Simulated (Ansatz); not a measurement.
Two isomers of C2H7NSi: A = `C1C[SiH2]N1`, B = `N=CC[SiH3]`.

Gas-phase electronic energies from Ansatz, PBE0-D4/def2-TZVP geometries. CCSD(T)/CBS is the MP2 limit (def2-TZVPP, def2-QZVPP) plus CCSD(T) − MP2 in def2-TZVPP, frozen cores. DFT in def2-TZVPP. B3LYP here is the variant with VWN-RPA as its local correlation; programs differ in this. One conformer a species, not always the lowest.

A:

Z-matrix (Å, degrees):
```
C
Si 1 2.359
N 1 1.466 2 46.4
C 1 1.554 2 52.8 3 -170.4
H 1 1.097 2 120.0 3 94.4
H 1 1.096 2 132.1 3 -81.9
H 2 1.492 1 131.5 3 81.2
H 2 1.495 1 122.5 3 -94.8
H 3 1.003 1 121.9 2 161.1
H 4 1.090 1 113.1 2 116.1
H 4 1.089 1 114.2 2 -118.6
```

B:

```xyz
11

N     0.602    0.601    2.119
C     0.932    0.231    0.956
C     0.205   -0.700    0.045
Si   -0.745    0.247   -1.288
H    -0.265    0.146    2.414
H     1.849    0.666    0.544
H     0.912   -1.362   -0.467
H    -0.503   -1.321    0.602
H    -1.361   -0.715   -2.239
H    -1.809    1.066   -0.655
H     0.183    1.139   -2.031
```

Q: Which is lower in electronic energy at CCSD(T)/CBS, and by how much? (An estimate is asked.)

A: Ansatz gave: A, by 52.2 kJ/mol.

Q: Give E(B) − E(A) in kJ/mol with CCSD(T)/def2-SVP, B2PLYP, B3LYP, r2SCAN-D4, MP2/def2-TZVPP, HF/def2-TZVPP, BLYP-D4. (An estimate is asked.)

A: The calculation gave: CCSD(T)/def2-SVP 30.2, B2PLYP 44.7, B3LYP 38.6, r2SCAN-D4 49.8, MP2/def2-TZVPP 58.8, HF/def2-TZVPP 38.2, BLYP-D4 28.4. None reverses the order clearly.

Q: Does the order hold for the free energy at 298.15 K (harmonic terms from PBE0-D4)? (Best estimate.)

A: Computed: Yes: G(B) − G(A) = +38.0 kJ/mol, for one conformer each.

Largest T1 diagnostic: 0.012.

From r2SCAN to r2SCAN0 (25 % exact exchange), in def2-TZVPP and without D4, E(B) − E(A) moves by +10.7 kJ/mol. In def2-TZVPP, CCSD(T) changes the Hartree–Fock value by +8.1 kJ/mol (the triples alone add −2.6 kJ/mol) and MP2 by +20.6 kJ/mol.
